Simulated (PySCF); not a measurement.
C₃H₆AlFO, SMILES C=C[CH2][Al]([OH])[F].

Geometry optimised at PBE0-D3(BJ)/def2-SVP. The structure was generated by enumeration; whether it is a known compound was not checked. One conformer was computed; it need not be the lowest.

Vertical ionisation energy (IE) and electron affinity (EA) in eV. Rows of orbital energies are one-electron estimates. Where ΔSCF, EOM or ADC give a negative EA the extra electron is unbound and the value depends on the basis.

```csv
level,IE,EA
"−ε(HOMO), −ε(LUMO), M06-2X/def2-TZVP (PySCF)",8.16,-0.04
"−ε(HOMO), −ε(LUMO), PBE/def2-TZVP (PySCF)",5.96,1.51
```
